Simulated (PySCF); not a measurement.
Job file and geometry (Å, from PBE0-D3(BJ)/def2-SVP) of an NMR shielding run on `PP(CC(C)=O)C[SiH3]`, C4H12OP2Si, GIAO wB97X-D/pcSseg-1 NMR shielding, non-relativistic, gas phase (PySCF); density fitting, a coarse starting grid and PySCF grid level 2 are the driver's defaults:

```
$ OMP_NUM_THREADS=1 python probes_run.py task.json out

{"job": {"kind": "nmr", "xc": "wB97X-D", "basis": "pcSseg-1", "pop": false}, "charge": 0, "multiplicity": 1}
C      3.195179    -0.752106    -0.888822
C      2.066293    -0.522375     0.077861
O      2.251183    -0.206303     1.230783
C      0.660173    -0.656030    -0.460867
P     -0.093809     1.053986    -0.642944
P     -0.392066     1.482000     1.533461
C     -1.835333     0.562023    -1.089588
Si    -2.918538    -0.415873     0.118841
H      3.154506    -1.779219    -1.284921
H      3.085446    -0.071408    -1.748930
H      4.158125    -0.578593    -0.393016
H      0.643292    -1.123041    -1.458072
H      0.069095    -1.266631     0.239770
H      0.845715     2.168643     1.695818
H     -1.116950     2.685064     1.245841
H     -1.757743    -0.002043    -2.035586
H     -2.369067     1.492998    -1.348612
H     -4.096019    -0.953992    -0.632047
H     -2.179320    -1.567601     0.716638
H     -3.421703     0.466223     1.211984
```

Question: Write the output of this run.

Answer: 
```
coarse grid: 17744 points
cycle   1  E = -1206.6898177029  dE =  7.352e-01  |g| = 8.577e-01  |ddm| = 3.947e+00
cycle   2  E = -1206.5143229004  dE =  1.755e-01  |g| = 1.356e+00  |ddm| = 1.970e+00
cycle   3  E = -1206.8453618264  dE = -3.310e-01  |g| = 7.168e-02  |ddm| = 1.298e+00
cycle   4  E = -1206.8466384717  dE = -1.277e-03  |g| = 3.810e-02  |ddm| = 1.031e-01
cycle   5  E = -1206.8470121946  dE = -3.737e-04  |g| = 7.971e-03  |ddm| = 4.865e-02
cycle   6  E = -1206.8470360929  dE = -2.390e-05  |g| = 2.952e-03  |ddm| = 1.785e-02
cycle   7  E = -1206.8470394182  dE = -3.325e-06  |g| = 9.888e-04  |ddm| = 7.558e-03
final grid: 156288 points
cycle   8  E = -1206.9126718607  dE = -2.031e-04  |g| = 4.388e-03  |ddm| = 4.081e-02
cycle   9  E = -1206.9126766010  dE = -4.740e-06  |g| = 2.329e-03  |ddm| = 1.046e-02
cycle  10  E = -1206.9126778519  dE = -1.251e-06  |g| = 6.044e-04  |ddm| = 2.882e-03
cycle  11  E = -1206.9126779668  dE = -1.148e-07  |g| = 2.261e-04  |ddm| = 1.337e-03
cycle  12  E = -1206.9126779786  dE = -1.180e-08  |g| = 1.041e-04  |ddm| = 3.202e-04
cycle  13  E = -1206.9126779808  dE = -2.207e-09  |g| = 3.161e-05  |ddm| = 1.557e-04
cycle  14  E = -1206.9126779811  dE = -3.245e-10  |g| = 1.136e-05  |ddm| = 5.749e-05
converged SCF energy = -1206.9126779811

GIAO shielding tensors (ppm)
atom      isotropic    diamagn.    paramagn.     s11        s22        s33       span
  0 C      150.321     252.078    -101.757    128.355    133.046    189.561     61.207
  1 C      -27.194     250.333    -277.526   -109.128    -73.589    101.136    210.264
  2 O     -344.095     404.172    -748.267   -937.838   -428.398    333.949   1271.787
  3 C      142.076     260.766    -118.691    121.369    139.490    165.368     43.999
  4 P      363.283     968.881    -605.598    317.683    370.467    401.698     84.015
  5 P      497.059     968.434    -471.374    429.998    504.800    556.379    126.381
  6 C      182.374     258.811     -76.437    168.910    185.307    192.906     23.997
  7 Si     431.875     878.694    -446.819    413.083    422.659    459.883     46.801
  8 H       29.180      28.357       0.822     25.937     28.567     33.035      7.098
  9 H       28.982      29.835      -0.853     25.804     29.570     31.572      5.768
 10 H       29.482      27.128       2.354     25.875     27.403     35.168      9.293
 11 H       29.217      35.883      -6.666     25.167     28.291     34.193      9.026
 12 H       28.668      35.335      -6.667     24.927     29.012     32.066      7.139
 13 H       28.544      30.795      -2.251     23.397     26.370     35.865     12.468
 14 H       29.051      31.333      -2.282     24.147     26.889     36.118     11.970
 15 H       30.961      32.867      -1.905     25.353     29.017     38.513     13.160
 16 H       30.765      31.140      -0.375     25.666     28.158     38.471     12.804
 17 H       27.657      27.853      -0.196     24.057     25.117     33.796      9.739
 18 H       27.279      29.220      -1.941     23.171     27.508     31.160      7.989
 19 H       27.244      28.772      -1.528     22.751     26.785     32.196      9.445
```

Size and cost of the density-fitted run: 217 basis functions, 51 s wall time on 1 thread of an Intel Xeon Platinum 8488C, shared host; peak memory 1.1 GiB.
